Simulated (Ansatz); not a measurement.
Ansatz (an electronic-structure program) job for AlF₄, SMILES [F][Al-]([F])([F])[F], charge -1, PBE-D3(BJ)/def2-SVPD. 

Ansatz 0.2 input:
```yaml
crystal:
  periodic: [false, false, false]
  atoms:
    - {symbol: Al, position_ang: [0.00000000, 0.00000000, -0.00000000]}
    - {symbol: F, position_ang: [0.97206680, 0.97206680, -0.97206680]}
    - {symbol: F, position_ang: [-0.97206680, 0.97206680, 0.97206680]}
    - {symbol: F, position_ang: [-0.97206680, -0.97206679, -0.97206680]}
    - {symbol: F, position_ang: [0.97206679, -0.97206680, 0.97206680]}
basis:
  gaussian:
    orbitals: def2-SVPD
hamiltonian:
  xc: pbe
  dispersion: d3bj
total_charge: -1
relax: {f_tol: 0.002, max_steps: 200}
```

It prints:

```
WARN ansatz: RAYON_NUM_THREADS=1 ignored (pool sized by the plan → 1); use --threads N
Functional definition: PBE
integrals: 0.05 GiB planned
969 factors; their error is unknown
mean field: 0.32 GiB planned
mean field evaluation 1: about -17450.9114 eV, gradient 2.3e1 eV
mean field evaluation 2: about -17448.7209 eV, gradient 4.5e1 eV
mean field evaluation 4: about -17451.7424 eV, gradient 2.8e-1 eV
mean field evaluation 8: about -17451.6989 eV, gradient 1.1e-2 eV
mean field -17451.69892351 eV, -641.3381062526 hartree, gradient 1.5e-5 eV, S^2 0.000000; 0 other end points of the search recorded, 0 dependent functions left out
the calculation of the forces begins
reference -17451.69896559 eV, -641.3381077991 hartree; 25, 25 occupied and 91, 91 virtual orbitals, 969 factors
relax step   1: F+E_penalty+E_count = -17451.75537984 eV  Δ(F+E_penalty+E_count) = +0.000e0 eV  max|allowed force component| = 7.036e-1 eV/Å  Δτ_max = 0.0000 Å  (23 SCF iters, accepted)
these checks for a lower state are left out or cut short: starts, cluster_reference, orbital_swaps, neighbouring_geometries, increment
integrals: 0.05 GiB planned
969 factors; their error is unknown
mean field: 0.32 GiB planned
mean field evaluation 16: about -17451.7695 eV, gradient 3.7e-2 eV
mean field -17451.76950421 eV, -641.3407000453 hartree, gradient 1.5e-5 eV, S^2 0.000000; 0 other end points of the search recorded, 0 dependent functions left out
the calculation of the forces begins
reference -17451.76954651 eV, -641.3407016002 hartree; 25, 25 occupied and 91, 91 virtual orbitals, 969 factors
relax step   2: F+E_penalty+E_count = -17451.82559658 eV  Δ(F+E_penalty+E_count) = -7.022e-2 eV  max|allowed force component| = 4.048e-1 eV/Å  Δτ_max = 0.0184 Å  (23 SCF iters, accepted)
these checks for a lower state are left out or cut short: starts, cluster_reference, orbital_swaps, neighbouring_geometries, increment
integrals: 0.05 GiB planned
969 factors; their error is unknown
mean field: 0.32 GiB planned
mean field -17451.80808608 eV, -641.3421179030 hartree, gradient 2.1e-5 eV, S^2 0.000000; 0 other end points of the search recorded, 0 dependent functions left out
the calculation of the forces begins
reference -17451.80812880 eV, -641.3421194729 hartree; 25, 25 occupied and 91, 91 virtual orbitals, 969 factors
relax step   3: F+E_penalty+E_count = -17451.86365156 eV  Δ(F+E_penalty+E_count) = -3.805e-2 eV  max|allowed force component| = 2.972e-2 eV/Å  Δτ_max = 0.0258 Å  (23 SCF iters, accepted)
these checks for a lower state are left out or cut short: starts, cluster_reference, orbital_swaps, neighbouring_geometries, increment
integrals: 0.05 GiB planned
969 factors; their error is unknown
mean field: 0.32 GiB planned
mean field -17451.80835741 eV, -641.3421278742 hartree, gradient 3.6e-5 eV, S^2 0.000000; 0 other end points of the search recorded, 0 dependent functions left out
the calculation of the forces begins
reference -17451.80840017 eV, -641.3421294457 hartree; 25, 25 occupied and 91, 91 virtual orbitals, 969 factors
relax step   4: F+E_penalty+E_count = -17451.86387692 eV  Δ(F+E_penalty+E_count) = -2.254e-4 eV  max|allowed force component| = 1.838e-4 eV/Å  Δτ_max = 0.0022 Å  (24 SCF iters, accepted)
integrals: 0.05 GiB planned
969 factors; their error is unknown
mean field: 0.32 GiB planned
mean field evaluation 32: about -17451.8568 eV, gradient 4.1e-2 eV
mean field -17451.80835741 eV, -641.3421278742 hartree, gradient 3.6e-5 eV, S^2 0.000000; 1 other end points of the search recorded, 0 dependent functions left out
the calculation of the forces begins
reference -17451.80840017 eV, -641.3421294457 hartree; 25, 25 occupied and 91, 91 virtual orbitals, 969 factors
Total energy: -17451.86391968 eV, -641.3441697502 hartree
Atom 0 at    -0.000000     0.000000    -0.000000 Å, force    -0.000000     0.000000     0.000000 eV/Å
Atom 1 at     0.998820     0.998820    -0.998820 Å, force    -0.000184    -0.000184     0.000184 eV/Å
Atom 2 at    -0.998820     0.998820     0.998820 Å, force     0.000184    -0.000184    -0.000184 eV/Å
Atom 3 at    -0.998820    -0.998820    -0.998820 Å, force     0.000184     0.000184     0.000184 eV/Å
Atom 4 at     0.998820    -0.998820     0.998820 Å, force    -0.000184     0.000184    -0.000184 eV/Å
Dipole moment:    -0.000000    -0.000000    -0.000000 e Å
```

The run converged.

Cost: about 5 core-seconds (a rough figure).
